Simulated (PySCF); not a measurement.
ClHSeZn, SMILES [Cl][Zn][SeH].

The structure is a stationary point at PBE0-D3(BJ)/def2-SVP. Other conformers were not sampled.

Computed with r2SCAN/def2-TZVPD in PySCF.

Symmetry labels are those of the subgroup Cs that the program uses (full group Cs).

Computed valence orbital energies around the gap with their symmetry:
```tsv
orbital	symmetry	energy (eV)
HOMO−7	A"	-13.17
HOMO−6	A'	-13.17
HOMO−5	A'	-10.24
HOMO−4	A'	-9.67
HOMO−3	A'	-8.25
HOMO−2	A"	-8.05
HOMO−1	A'	-8.02
HOMO	A"	-6.57
LUMO	A'	-2.04
LUMO+1	A'	-1.31
LUMO+2	A"	-0.75
LUMO+3	A'	-0.47
```
